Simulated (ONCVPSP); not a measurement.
# O (Z = 8), ONCV: configuration errors across variants

oxygen (O), optimised norm-conserving Vanderbilt (ONCV), made with ONCVPSP 4.0.1 (PBEsol, scalar-relativistic). Core [He], reference 2s2 2p4. Waves: 2s: rc 0.60 bohr, ncon 4, nbas 7, qcut 9.6 1/bohr, 2 projectors, debl 1.2 Ha; 2p: rc 1.20 bohr, ncon 3, nbas 6, qcut 9.7 1/bohr, 2 projectors, debl 2.3 Ha. Local part: polynomial inside 0.45 bohr (lpopt 5, dvloc0 0 Ha). Core correction: polynomial model core, fcfact 0.15.

All-electron excitation energies from the reference (eV): (1) 2s2 2p3 16.360; (2) 2s2 2p2 49.837; (3) 2s2 2p1 103.544; (4) 2s2 2p3.5 6.254.

A true bound ghost makes a file unfit for plane-wave use even where its test errors are small: the radial tests pick states by their node count and pass the ghost by.

Errors AE − PS in meV (a dash: test not solved or not reliable):

```csv
change,(1),(2),(3),(4),bound ghosts,GHOST(+) flags above zero
base,+9.8,+94,+395,+1.0,s,s
p: rc 0.84,-2.1,+13,+94,-1.7,s,s
p: rc 0.96,+1.3,+34,+174,-0.8,s,s
p: rc 1.1,+5.9,+66,+291,+0.3,s,s
p: rc 1.24,+11,+105,+435,+1.3,s,s
p: rc 1.38,+17,+147,+590,+2.5,s,s
p: rc 1.48,+21,+177,+694,+3.2,s,s
p: rc 1.64,+34,+269,+1023,+5.4,s,s
```

Problem. Give the same row for: p: rc 1.72.

Solution. +43, +329, +1230, +6.9; bound ghosts: s; GHOST(+) flags above zero: s.
